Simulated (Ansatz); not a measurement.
Consider the ligand exchange at the Si–C bond: `CC[SiH2][SeH]` + `OCF` → `FCO[SiH2][SeH]` + ethane.

Computed with Ansatz on PBE0-D4/def2-TZVP structures; ΔE is electronic, products minus reactants. CCSD(T)/CBS is the MP2 limit (def2-TZVPP, def2-QZVPP) plus CCSD(T) − MP2 in def2-TZVPP, frozen cores. This one scheme is used for every species. DFT in def2-TZVPP. For Se outer-core shells are correlated without core-valence functions, which leaves a few kJ/mol of doubt a bond. Scalar relativity is left out up to krypton. One conformer a species, not always the lowest.

| level | ΔE (kcal/mol) |
| --- | --- |
| r2SCAN-D4 | -23.4 |
| B2PLYP | -24.4 |
| HF/def2-TZVPP | -27.0 |
| SCS-MP2/def2-QZVPP | -24.2 |

(1) What does CCSD(T)/CBS give? (Estimate.)

Largest T1 diagnostic among the species: 0.011.

Results:

(1) Ansatz gave: -23.0 kcal/mol. The listed levels differ from it by -0.4, -1.4, -4.0, -1.2 kcal/mol.

In def2-TZVPP, CCSD(T) changes the Hartree–Fock value by +3.9 kcal/mol (the triples alone add +0.4 kcal/mol) and MP2 by +3.7 kcal/mol.
